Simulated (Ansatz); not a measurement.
Start from `C[Si](O)(O)Br` and change one atom or group to get `C[Si](N)(O)Br`.

Ansatz, PBE0-D4/def2-TZVP geometries, multiplicity 1. Each molecule was computed in one conformer, which needn't be the lowest.

Scalar relativity is left out up to krypton.

```
                                        property  `C[Si](O)(O)Br`
size of the dipole moment (B3LYP/def2-TZVPP) / D             0.93
             HOMO energy (B3LYP/def2-TZVPP) / eV            -8.14
            HOMO–LUMO gap (PBE0/def2-TZVPP) / eV             9.00
               LUMO energy (PBE/def2-TZVPP) / eV            -0.29
              HOMO energy (PBE0/def2-TZVPP) / eV            -8.41
           HOMO–LUMO gap (B3LYP/def2-TZVPP) / eV             8.36
```

Question: Give the same properties after the change, and the shifts. (An estimate is asked.)

Answer: The calculation gave: 
```json
{"property": "size of the dipole moment (B3LYP/def2-TZVPP) / D", "`C[Si](N)(O)Br`": "1.17", "shift": "0.24"}
{"property": "HOMO energy (B3LYP/def2-TZVPP) / eV", "`C[Si](N)(O)Br`": "-7.43", "shift": "0.71"}
{"property": "HOMO–LUMO gap (PBE0/def2-TZVPP) / eV", "`C[Si](N)(O)Br`": "8.34", "shift": "-0.66"}
{"property": "LUMO energy (PBE/def2-TZVPP) / eV", "`C[Si](N)(O)Br`": "-0.18", "shift": "0.11"}
{"property": "HOMO energy (PBE0/def2-TZVPP) / eV", "`C[Si](N)(O)Br`": "-7.68", "shift": "0.73"}
{"property": "HOMO–LUMO gap (B3LYP/def2-TZVPP) / eV", "`C[Si](N)(O)Br`": "7.73", "shift": "-0.63"}
```

With PBE0 the HOMO rises by 0.73 eV and the LUMO rises by 0.07 eV, so the gap narrows by about 0.66 eV. PBE moves the HOMO by 0.77 eV and ωB97M-V by 0.67 eV. Dipoles are sizes alone; their direction can turn.

B3LYP here is the variant with VWN-RPA as its local correlation; programs differ in this.
